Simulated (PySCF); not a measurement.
Al(Me)(OMe)(SH) (C2H7AlOS), SMILES C[O][Al]([CH3])[SH].

Geometry optimised at PBE-D3(BJ)/def2-SVP. The structure was generated by enumeration; whether it is a known compound was not checked. The values are those of a single conformer.

Computed with PBE-D3(BJ)/def2-SVP (PySCF).

Frequencies are harmonic and unscaled.

| mode | ν (cm⁻¹) | IR (km/mol) | moving atoms (share of kinetic energy) |
|---|---|---|---|
| 1 | 10 | 0.1 | H 98 % |
| 2 | 57 | 0.7 | H 96 % |
| 3 | 77 | 4.9 | C 42 %, S 28 %, H 23 % |
| 4 | 104 | 5.2 | O 36 %, H 32 %, C 25 % |
| 5 | 142 | 2.4 | C 37 %, H 30 %, S 15 %, Al 11 % |
| 6 | 192 | 34.1 | Al 41 %, H 37 %, O 10 % |
| 7 | 227 | 0.0 | H 70 %, Al 15 %, O 15 % |
| 8 | 233 | 13.1 | O 51 %, C 15 %, H 12 %, Al 11 %, S 10 % |
| 9 | 419 | 11.2 | S 42 %, C 22 %, Al 17 %, H 11 %, O 8 % |
| 10 | 581 | 3.9 | H 71 %, C 21 % |
| 11 | 633 | 36.5 | H 51 %, C 15 %, Al 14 %, O 13 % |
| 12 | 645 | 37.9 | H 76 %, C 18 % |
| 13 | 684 | 125.7 | H 44 %, Al 29 %, C 24 % |
| 14 | 759 | 85.7 | Al 48 %, H 20 %, C 20 %, O 11 % |
| 15 | 1139 | 50.5 | H 64 %, C 24 %, O 12 % |
| 16 | 1146 | 0.0 | H 76 %, C 19 % |
| 17 | 1163 | 13.1 | H 79 %, C 21 % |
| 18 | 1201 | 289.9 | O 52 %, C 32 %, H 13 % |
| 19 | 1377 | 0.6 | H 96 % |
| 20 | 1378 | 3.6 | H 95 % |
| 21 | 1419 | 0.9 | H 97 % |
| 22 | 1425 | 1.3 | H 95 % |
| 23 | 1433 | 22.2 | H 89 %, C 9 % |
| 24 | 2617 | 1.1 | H 97 % |
| 25 | 2906 | 104.2 | H 97 % |
| 26 | 2973 | 1.4 | H 97 % |
| 27 | 2980 | 52.9 | H 91 %, C 9 % |
| 28 | 2993 | 38.4 | H 90 %, C 10 % |
| 29 | 3066 | 2.1 | H 91 %, C 9 % |
| 30 | 3082 | 2.2 | H 91 %, C 9 % |
